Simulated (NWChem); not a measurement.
C₃H₆OSi; SMILES CC#C[SiH2]O

```xyz
11

C     -0.2462     3.1005    -0.0125
C     -0.0001     1.6628    -0.0061
C      0.2084     0.4628    -0.0071
Si     0.5189    -1.3334     0.0021
O     -0.8926    -2.2182    -0.0597
H      0.0943     3.5665     0.9200
H      0.2803     3.5865    -0.8428
H     -1.3157     3.3163    -0.1245
H      1.2750    -1.7332    -1.2060
H      1.3104    -1.6505     1.2234
H     -1.5418    -2.0292     0.6321
```
Atoms are numbered in this order, from 1.

All runs: NWChem. Medium grid unless said otherwise, to which SCAN and Minnesota functionals are sensitive. All runs use the structure optimised with B3LYP/6-31G* (spherical d). Total energies of different functionals are on different scales.

```tsv
level	energy (Ha)	highest occupied level (eV)	orbital gap (eV)	dipole (D)
B3LYP/def2-TZVP	-482.7576	-7.51	6.94	2.74
PBE/def2-TZVP	-482.3337	?	5.28	2.73
revPBE/def2-TZVP	-482.6066	-6.47	5.32	2.71
LDA (Slater exchange, PW92)/def2-TZVP	-479.9151	-6.65	5.18	2.82
LDA (Slater exchange, VWN5)/def2-TZVP	-479.9281	-6.66	5.18	2.82
r2SCAN/def2-TZVP	-482.5902	-6.76	5.82	2.83
BP86/def2-TZVP	-482.7518	-6.62	5.32	2.74
```

Question: Fill in the missing entries.

Answer: 
- PBE/def2-TZVP, highest occupied level (eV): -6.53
